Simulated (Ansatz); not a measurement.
Geometry optimisation, RKS B3LYP-D4/6-31G (Ansatz 0.2.0).

Input file:

```yaml
crystal:
  periodic: [false, false, false]
  atoms:
    - { symbol: B, position_ang: [0.7513, 1.8768, -0.114] }
    - { symbol: C, position_ang: [-0.0278, 0.5066, 0.0286] }
    - { symbol: C, position_ang: [-0.261, 0.1853, 1.4996] }
    - { symbol: O, position_ang: [0.8724, -0.4565, -0.5802] }
    - { symbol: Si, position_ang: [-0.1565, -1.7456, -1.29] }
    - { symbol: H, position_ang: [0.9268, 2.3648, -1.2054] }
    - { symbol: H, position_ang: [1.0492, 2.5537, 0.8264] }
    - { symbol: H, position_ang: [-0.9789, 0.6469, -0.4714] }
    - { symbol: H, position_ang: [1.33259, 0.99034, 0.38116] }
    - { symbol: H, position_ang: [-0.7752, -0.7729, 1.6454] }
    - { symbol: H, position_ang: [-0.8386, 0.9783, 2.0294] }
    - { symbol: H, position_ang: [0.7524, -2.7229, -1.8729] }
    - { symbol: H, position_ang: [-1.0939, -1.1591, -2.3238] }
    - { symbol: H, position_ang: [-0.9876, -2.3903, -0.2174] }
basis:
  gaussian: { orbitals: "6-31G" }
hamiltonian:
  xc: b3lyp
  dispersion: d4
relax:
  f_tol: 0.02
  max_steps: 50
```

Command:

```bash
$ ansatz run input.yaml --threads 1 --pin off --max-ram 2048MiB --backend cpu --events-out ev --progress --plain --runs-dir out
```

Problem. Where does it end, and by what steps?

Solution. It converged. The force dipped under the threshold on the way, but the program's further checks kept it going. Limits of this set-up: no polarisation functions. After 44 steps the energy has fallen by 6.150 eV; H10 moved furthest, 1.66 Å. Parted: B1–C2.

```json
{"step": "0", "energy less start (eV)": "0.0000", "largest force component (eV/Å)": "4.657", "accepted": "yes"}
{"step": "2", "energy less start (eV)": "-3.3013", "largest force component (eV/Å)": "2.519", "accepted": "yes"}
{"step": "4", "energy less start (eV)": "-4.6959", "largest force component (eV/Å)": "2.249", "accepted": "yes"}
{"step": "6", "energy less start (eV)": "-5.4214", "largest force component (eV/Å)": "0.576", "accepted": "yes"}
{"step": "8", "energy less start (eV)": "-5.5667", "largest force component (eV/Å)": "1.422", "accepted": "yes"}
{"step": "10", "energy less start (eV)": "-5.6339", "largest force component (eV/Å)": "0.572", "accepted": "yes"}
{"step": "12", "energy less start (eV)": "-5.7203", "largest force component (eV/Å)": "0.364", "accepted": "yes"}
{"step": "14", "energy less start (eV)": "-5.8334", "largest force component (eV/Å)": "0.253", "accepted": "yes"}
{"step": "16", "energy less start (eV)": "-5.8811", "largest force component (eV/Å)": "0.125", "accepted": "yes"}
{"step": "18", "energy less start (eV)": "-5.8947", "largest force component (eV/Å)": "0.128", "accepted": "yes"}
{"step": "20", "energy less start (eV)": "-5.8979", "largest force component (eV/Å)": "0.108", "accepted": "yes"}
{"step": "22", "energy less start (eV)": "-5.8940", "largest force component (eV/Å)": "0.902", "accepted": "no"}
{"step": "24", "energy less start (eV)": "-5.9334", "largest force component (eV/Å)": "0.152", "accepted": "yes"}
{"step": "26", "energy less start (eV)": "-5.9678", "largest force component (eV/Å)": "0.450", "accepted": "yes"}
{"step": "28", "energy less start (eV)": "-6.0518", "largest force component (eV/Å)": "0.387", "accepted": "yes"}
{"step": "30", "energy less start (eV)": "-6.0920", "largest force component (eV/Å)": "0.418", "accepted": "yes"}
{"step": "32", "energy less start (eV)": "-6.1242", "largest force component (eV/Å)": "0.135", "accepted": "yes"}
{"step": "34", "energy less start (eV)": "-6.1452", "largest force component (eV/Å)": "0.159", "accepted": "yes"}
{"step": "36", "energy less start (eV)": "-6.1487", "largest force component (eV/Å)": "0.017", "accepted": "yes"}
{"step": "38", "energy less start (eV)": "-6.1494", "largest force component (eV/Å)": "0.024", "accepted": "yes"}
{"step": "40", "energy less start (eV)": "-6.1497", "largest force component (eV/Å)": "0.032", "accepted": "yes"}
{"step": "42", "energy less start (eV)": "-6.1500", "largest force component (eV/Å)": "0.027", "accepted": "yes"}
{"step": "44", "energy less start (eV)": "-6.1502", "largest force component (eV/Å)": "0.016", "accepted": "yes"}
```

```xyz
14
Properties=species:S:1:pos:R:3
B 1.055 1.438 0.055
C -0.767 0.196 0.385
C -0.275 0.861 1.473
O -0.442 -1.097 0.128
Si -0.224 -1.824 -1.464
H 0.678 1.208 -1.073
H 1.026 2.607 0.319
H -1.490 0.659 -0.284
H 1.970 0.750 0.407
H 0.331 0.336 2.198
H -0.736 1.791 1.780
H 1.188 -1.649 -1.918
H -1.184 -1.160 -2.411
H -0.563 -3.262 -1.260
```

Whether the end is a true minimum wasn't checked by a vibrational analysis.

The run took 2.9 min on 1 thread of Arm Neoverse V2, with other jobs on the host, peak memory 0.17 GiB.
